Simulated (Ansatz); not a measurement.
Relaxation of C2H8AlFSi (13 atoms, charge 0, multiplicity 1), to a largest force component of 0.015 eV/Å in at most 40 steps.

Theory: Ansatz 0.2.0, RKS B3LYP-D4/def2-mTZVP.

```xyz
13
Properties=species:S:1:pos:R:3
C -2.014 -0.324 -0.112
Al -0.111 0.081 -0.068
Si 1.344 -1.571 0.704
C 0.672 1.854 -0.673
F 1.264 2.448 0.358
H -2.257 -1.133 -0.786
H -2.565 0.614 -0.515
H -2.387 -0.487 0.893
H 1.040 -1.897 2.149
H 2.755 -1.058 0.683
H 1.251 -2.771 -0.106
H 1.320 1.697 -1.498
H -0.293 2.512 -1.016
```

Problem. Where does it end, and by what steps?

Solution. The forces met the threshold. The force dipped under the threshold on the way, but the program's further checks kept it going. After 37 steps the energy has fallen by 0.697 eV; H13 moved furthest, 1.13 Å.

| step | energy less start (eV) | largest force component (eV/Å) | accepted |
| --- | --- | --- | --- |
| 0 | 0.0000 | 4.988 | yes |
| 2 | -0.6397 | 0.519 | yes |
| 4 | -0.6381 | 0.449 | no |
| 6 | -0.6641 | 0.091 | yes |
| 8 | -0.6776 | 0.117 | yes |
| 10 | -0.6687 | 0.673 | no |
| 12 | -0.6848 | 0.021 | yes |
| 14 | -0.6875 | 0.103 | yes |
| 16 | -0.6889 | 0.062 | yes |
| 18 | -0.6893 | 0.008 | yes |
| 20 | -0.6896 | 0.055 | yes |
| 22 | -0.6902 | 0.008 | yes |
| 24 | -0.6909 | 0.054 | yes |
| 26 | -0.6923 | 0.055 | yes |
| 28 | -0.6935 | 0.080 | yes |
| 30 | -0.6948 | 0.098 | yes |
| 32 | -0.6959 | 0.076 | yes |
| 34 | -0.6972 | 0.023 | yes |
| 36 | -0.6961 | 0.123 | no |
| 37 | -0.6973 | 0.008 | yes |

```xyz
13
Properties=species:S:1:pos:R:3
C -2.038 -0.339 -0.465
Al -0.155 0.071 -0.085
Si 1.423 -1.553 0.868
C 0.505 1.917 -0.461
F 1.866 2.058 -0.076
H -2.136 -1.214 -1.114
H -2.575 0.485 -0.941
H -2.578 -0.589 0.455
H 1.696 -1.248 2.300
H 2.732 -1.550 0.161
H 0.897 -2.946 0.817
H 0.443 2.186 -1.522
H -0.061 2.687 0.076
```

Whether the end is a true minimum wasn't checked by a vibrational analysis.

Time of the run: 4.4 min on 2 threads of Arm Neoverse N1, with other jobs on the host, peak memory 0.31 GiB.
